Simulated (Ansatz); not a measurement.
AlFGeH$_{4}$ (`[F][AlH][GeH3]`). Total charge 0; spin multiplicity 1. The geometry is a stationary point of PBE0-D4/def2-TZVP.

```xyz
7

F    -0.388    2.242   -1.255
Al    0.129    0.673   -1.234
Ge   -0.094   -0.546    0.902
H     0.734    0.118   -2.585
H     1.197   -0.419    1.735
H    -1.250   -0.016    1.766
H    -0.327   -2.051    0.671
```

Q: What is the dipole moment at ωB97M-V/def2-TZVPP? (Best estimate.)

A: The calculation gave: 1.17 D, with components (0.35, -1.11, -0.11) D in this frame, pointing from negative to positive charge.

Q: And with PBE, r2SCAN, B3LYP? (Best estimate.)

A: Ansatz gave: PBE 1.16 D, r2SCAN 1.15 D, B3LYP 1.21 D.

Q: Give the Mulliken charges with ωB97M-V, r2SCAN, B3LYP in def2-TZVPP. (Estimate.)

A: Ansatz gave: 
```
atom  ωB97M-V  r2SCAN  B3LYP
  F1    -0.34   -0.36  -0.35
 Al2     0.62    0.69   0.61
 Ge3    -0.22   -0.14  -0.11
  H4    -0.11   -0.15  -0.13
  H5     0.01   -0.01  -0.01
  H6     0.02   -0.01   0.00
  H7     0.02   -0.01  -0.01
```

B3LYP here is the variant with VWN-RPA as its local correlation; programs differ in this.
